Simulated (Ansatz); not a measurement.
Species: CH₇BO₂Si (charge 0, singlet). SMILES: OB([SiH2]C)O
Geometry from a B3LYP-D3(BJ)/def2-TZVP (Ansatz, a program for electronic structure) optimisation:
```xyz
12

C      2.2095     0.4441     0.2792
Si     0.8303    -0.7765    -0.1387
B     -0.9884     0.1312    -0.0397
O     -1.1591     1.4534     0.2890
O     -2.1060    -0.5970    -0.3110
H      2.2182     1.2844    -0.4193
H      3.1894    -0.0333     0.2290
H      2.0909     0.8431     1.2897
H      1.0587    -1.3231    -1.5018
H      0.8865    -1.9198     0.8094
H     -0.3432     1.9271     0.4720
H     -2.9192    -0.0788    -0.2378
```

Atomisation energy built up term by term with Ansatz (kcal/mol; UHF references for open shells; valence terms freeze the core; atomic spin-orbit terms are left out). Basis-set limits of correlation are two-point, X^-3; Hartree-Fock from the larger set.

```
term                                                    basis  kcal/mol
-----------------------  ------------------------------------  --------
Hartree-Fock                                  aug-cc-pV(Q+d)Z         …
CCSD correlation         CBS(aug-cc-pV(T+d)Z,aug-cc-pV(Q+d)Z)         …
(T)                      CBS(aug-cc-pV(T+d)Z,aug-cc-pV(Q+d)Z)     15.94
core correlation                                    cc-pwCVTZ      3.26
scalar relativity (X2C)            cc-pVTZ-DK against cc-pVTZ     -1.47
sum: De                                                               …
```

Question: Some entries are withheld; supply them.

Answer: 
- Hartree-Fock, kcal/mol: 815.87
- CCSD correlation, kcal/mol: 262.89
- sum: De, kcal/mol: 1096.5
